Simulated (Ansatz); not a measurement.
`O[SiH]([SiH3])[TeH]` + H₂ → `O[SiH2][TeH]` + SiH₄ at 400 K and 1 bar (hydrogenolysis of the Si–Si bond).

Program: Ansatz. Geometries: PBE0-D4/def2-TZVP. ΔE: electronic, gas phase. CBS: MP2 limit from def2 TZ/QZ plus the TZ coupled-cluster correction, frozen cores. This one scheme is used for every species. def2 core potentials past Kr. For Te outer-core shells are correlated without core-valence functions, which leaves a few kJ/mol of doubt a bond. Each species was taken in one conformer, which may not be the lowest.

| species | CCSD(T)/CBS energy (Eh) | H − E (kJ/mol) | S (J/(mol·K)) |
| --- | --- | --- | --- |
| `O[SiH]([SiH3])[TeH]` | -924.72516 | 183.1 | 428.8 |
| H₂ | -1.17544 | 38.0 | 139.0 |
| `O[SiH2][TeH]` | -634.44375 | 127.3 | 355.3 |
| SiH₄ | -291.46306 | 96.9 | 218.6 |

H − E and S are ideal-gas, rigid-rotor, harmonic terms from PBE0-D4/def2-TZVP, for one conformer and one mirror image of each species. For small species the MP2-based limit differs from directly extrapolated CCSD(T) by up to some mEh (0.8 for H₂); such offsets cancel only in part. 1 Eh = 2625.50 kJ/mol, R = 8.31446 J/(mol·K).

Question: By hand: ΔE, ΔH, ΔS and ΔG.

Answer: ΔE = (-634.44375) + (-291.46306) − (-924.72516) − (-1.17544) = -0.00621 Eh = -16.3 kJ/mol. Δ(H − E) = 127.3 + 96.9 − 183.1 − 38.0 = 3.1, so ΔH = -13.2 kJ/mol. ΔS = 355.3 + 218.6 − 428.8 − 139.0 = 6.1 J/(mol·K). ΔG = -13.2 − 400 × (6.1)/1000 = -15.6 kJ/mol.

Question: By hand: the equilibrium constant, and the temperature at which ΔG would vanish if ΔH and ΔS stayed fixed.

Answer: log₁₀ K = −ΔG/(RT ln 10) = 2.0. ΔH and −TΔS have one sign here, so there is no such temperature.

The number of gas molecules stays the same, so ΔS is small and ΔH decides. A doubt of 5 kJ/mol in ΔE shifts log₁₀ K by 0.7 here. Other conformers and mirror images would add mixing entropy, several J/(mol·K) or more a flexible species. These are equilibria of isolated gas molecules and say nothing of rates. Largest T1 diagnostic: 0.012 (customary marks: 0.02 for closed shells, 0.045 for open ones).

ΔS is within the doubt of such terms, so its sign, and with it that verdict, could turn.
